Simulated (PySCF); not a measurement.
Species: C4H7F3Si.
Numbering: `[CH3:1][C@@H:2]1[CH2:3][Si@H:4]1[C:5]([F:6])([F:7])[F:8]` (hydrogens: H9, H10, H11 on C1; H12 on C2; H13, H14 on C3; H15 on Si4)

Torsions of this conformer, `[CH3:1][C@@H:2]1[CH2:3][Si@H:4]1[C:5]([F:6])([F:7])[F:8]`: C3–Si4–C5–F6 29°.

The closed-shell ground state was solved at several levels (PySCF, density fitting, gas phase, non-relativistic). Isolated species at its PBE0-D3(BJ)/def2-SVP geometry, gas phase.

| level | basis functions | HOMO (eV) | LUMO (eV) | gap (eV) | dipole (D) |
| --- | --- | --- | --- | --- | --- |
| CAM-B3LYP/def2-SVPD | 229 | -8.51 | 0.91 | 9.42 | 2.47 |
| PBE0/pcSseg-1 | 178 | -7.19 | 0.15 | 7.34 | 2.34 |

Estimate the row for HF/pcSseg-1, a basis of 178 functions; the other rows only guide the guess.

HOMO -9.80 eV, LUMO 3.39 eV, gap 13.19 eV, dipole 2.60 D.

Over all these levels, which gives the widest orbital gap and which the narrowest?

HF/pcSseg-1 (Hartree–Fock, all exact exchange) has the widest, 13.19 eV, and PBE0/pcSseg-1 (global hybrid, 25 % exact exchange) the narrowest, 7.34 eV. The two share the basis. From the narrowest to the widest the HOMO moves by -2.61 eV and the LUMO by +3.24 eV. The HOMO need not be the same orbital at Hartree–Fock and at DFT levels.

How far do the dipole and the HOMO energy spread over the levels?

The dipole runs from 2.34 to 2.60 D (mean 2.47 D) and the HOMO from -9.80 to -7.19 eV.
